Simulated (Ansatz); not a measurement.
Species: CH$_{6}$N$_{2}$S$_{2}$, SMILES `SC(N)(S)N` (charge 0, multiplicity 1), formula CH6N2S2.

Question: How many basis functions does frozen-core CCSD(T)/cc-pVTZ // PBE0-D4/def2-TZVP run with Ansatz (an electronic-structure program) use, how many core orbitals are frozen, and how many electrons are correlated?

Answer: 242 basis functions and 13 frozen orbitals, which leaves 32 correlated electrons. Core time is of the order of minutes.
